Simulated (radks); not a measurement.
The numbers below are computed, except where a source is named.
Ionisation of N+, [He] 2s2 2p2, to N2+, [He] 2s2 2p1, under several functionals. Scalar-relativistic Kohn-Sham, spin-polarised, spherical densities, finite nucleus; open shells are filled with parallel spins first; a radial shooting solver on a logarithmic mesh with Libxc functionals.

| functional | E(N+) (hartree) | Exc (hartree) | IE (eV) | -e(HOMO) (eV) | <r> HOMO (bohr) | IE error (eV) |
|---|---|---|---|---|---|---|
| LDA (Slater exchange, Perdew-Zunger correlation) | -53.61132 | -5.83244 | 30.103 | 22.054 | 1.249 | +0.502 |
| exchange-only LDA | -53.22607 | -5.43368 | 28.962 | 21.018 | 1.257 | -0.640 |
| r2SCAN | -54.04777 | -6.30039 | 30.381 | 22.520 | 1.246 | +0.780 |
| OLYP | -54.08314 | -6.34000 | 30.063 | 22.006 | 1.249 | +0.462 |
| revPBE | -54.07711 | -6.32731 | 30.032 | 21.992 | 1.252 | +0.431 |
| Wu-Cohen GGA | -53.91350 | -6.15576 | 30.086 | 22.041 | 1.249 | +0.485 |
| PBE | -54.02007 | -6.26652 | 30.078 | 22.032 | 1.252 | +0.477 |

NIST Atomic Spectra Database: 29.601 eV (semi-empirical). Closest: revPBE. The Delta-SCF values span 1.42 eV, the total energies 0.86 hartree. The highest occupied level is 2p. Open shells are spherical and high-spin; term and fine-structure splittings are not resolved.
